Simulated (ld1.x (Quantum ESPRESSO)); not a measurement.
Configuration tests for Hf (PAW)

hafnium, PAW, made with ld1.x (Quantum ESPRESSO) 7.5 (PBE, scalar-relativistic). Core [Kr] 4d10 4f14 5s2, reference 5p6 5d2 6s1.5 6p0 (charge +0.5). Waves: 6s (bound): rcut 2.95, rcutus 3.30 bohr; 6s channel at -0.1 Ry: rcut 2.95, rcutus 3.30 bohr; 5p (bound): rcut 1.95, rcutus 2.30 bohr; 6p (bound, empty): rcut 1.95, rcutus 2.30 bohr; 5d (bound): rcut 2.60, rcutus 2.80 bohr; 5d channel at 1 Ry: rcut 2.60, rcutus 2.80 bohr. Local part: all-electron potential smoothed inside 2.50 bohr (lloc = -1). Core correction: Bessel-smoothed model core inside 1.35 bohr. Augmentation charge: PSQ, inside the norm-conserving radii.

Energies are relative to the spin-unpolarised reference configuration 5p6 5d2 6s1.5 6p0; without spin polarisation the order of configurations can differ from experiment. The frozen-core shift is the all-electron ΔE with the core orbitals held at their reference shape minus the fully relaxed ΔE.

```tsv
valence configuration	charge	ΔE all-electron (eV)	error AE − PS (meV)	frozen-core shift (meV)
5p6 5d2 6s2 6p0	0	-3.254	+1.6	-1.2
5p6 5d2 6s1 6p0	+1	4.722	-1.7	+1.9
5p6 5d1 6s0 6p0	+3	40.696	-85	+83
5p6 5d2 6s1 6p1	0	0.572	+0.6	-0.1
5p6 5d2 6s0 6p1	+1	9.401	-3.6	+4.1
```

Problem. What are ΔE and the potential's error for 5p6 5d2 6s0 6p0?

Solution. ΔE = 18.902 eV all-electron; the error (AE − PS) is -9.5 meV.

Problem. What are ΔE and the potential's error for 5p6 5d3 6s1 6p0?

Solution. ΔE = -0.661 eV all-electron; the error (AE − PS) is -4.9 meV.

A variational frozen-core shift is positive and of second order in the change. This column holds negative values, so the frozen-core run of ld1.x carries numerical noise or an error of first order here, and the column gives no more than the rough size of the effect.
